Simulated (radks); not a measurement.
Question: Coherent X-ray form factor from a spherical all-electron density. Method: Dirac Kohn-Sham, PBE, spin-unpolarised, spherical densities, finite nucleus; Fermi nuclear charge, rms radius of each element as measured or else 0.836 A^(1/3) + 0.57 fm; computed with a radial shooting solver on a logarithmic mesh with Libxc functionals.

sin(theta)/lambda (1/angstrom),f0 (electrons)
0.05,47.379
0.1,45.667
0.15,43.223
0.2,40.436
0.25,37.591
0.3,34.856
0.4,29.998
0.5,26.091
0.6,23.092
0.8,19.078
1,16.371
1.25,13.492
1.5,10.929
2,7.377

The species is in the configuration that NIST lists as its ground one. Which atom or ion scatters so?

Answer: The tin ion Sn2+, [Kr] 4d10 5s2. Extrapolating in s^2 from the first two rows gives f0(0) = 47.9, near the electron count 48; among species with that count, the fall with angle is slower the higher Z, and the table is that of Z = 50; from so few rows the species is fixed only to a neighbour or two.
